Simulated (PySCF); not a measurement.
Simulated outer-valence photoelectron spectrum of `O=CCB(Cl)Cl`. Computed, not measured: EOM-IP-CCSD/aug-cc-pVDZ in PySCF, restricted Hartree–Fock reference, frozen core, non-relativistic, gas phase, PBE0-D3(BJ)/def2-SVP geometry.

Each root has a Gaussian of 0.8 eV full width with its one-hole share as area; cross sections and vibrations are left out, and the highest printed point is 100.

```tsv
ionisation energy (eV)	intensity
9.0	0
9.2	1
9.4	5
9.6	14
9.8	27
10.0	38
10.2	37
10.4	26
10.6	13
10.8	5
11.0	3
11.2	10
11.4	27
11.6	56
11.8	86
12.0	100
12.2	91
12.4	67
12.6	41
12.8	27
13.0	31
13.2	51
13.4	73
13.6	85
13.8	83
14.0	71
14.2	54
14.4	40
14.6	35
14.8	39
15.0	40
15.2	31
15.4	17
15.6	7
15.8	2
16.0	0
```

**Question.** Where are the maxima, and how many lines lie under the curve?

**Answer.** 4 maxima, at 10.1, 12.0, 13.7 and 14.9 eV, from 8 lines. At this width some lines have no maximum of their own.

**Question.** List the lines with their holes.

**Answer.** 
| E (eV) | leading hole (HF orbital) | area | Koopmans (eV) |
| --- | --- | --- | --- |
| 10.09 | HOMO | 0.95 | 11.72 |
| 11.85 | HOMO-1 | 0.95 | 12.78 |
| 11.97 | HOMO-2 | 0.95 | 13.00 |
| 12.32 | HOMO-3 | 0.95 | 13.16 |
| 13.40 | HOMO-4 | 0.95 | 14.27 |
| 13.67 | HOMO-5 | 0.94 | 14.47 |
| 14.09 | HOMO-6 | 0.95 | 15.22 |
| 14.97 | HOMO-7 | 0.94 | 16.33 |

The widest gap, 1.76 eV, lies between 10.09 and 11.85 eV. Only orbitals with −ε under 21 eV, eight at most, were ionised, so the high end of the curve may lack lines.

Shape of the structure used: `[O:1]=[CH:2][CH2:3][B:4]([Cl:5])[Cl:6]`: O1–C2–C3–B4 119°, C2–C3–B4–Cl5 44°.

One conformer stands for the species.
